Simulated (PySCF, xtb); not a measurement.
BH5O3Si, SMILES B(O)(O[SiH3])O.

GFN2-xTB run with xtb at its own geometry gives an orbital gap of 6.49 eV and a dipole moment of 3.00 D.

Coordinates come from a PBE0-D3(BJ)/def2-SVP optimisation. The values are those of a single conformer.

Q: What does PBE/def2-TZVP in PySCF give? (An estimate is asked for; the answer gives what the named calculation found.)

A: gap 6.41 eV (levels -7.33 and -0.92 eV), dipole 2.93 D.
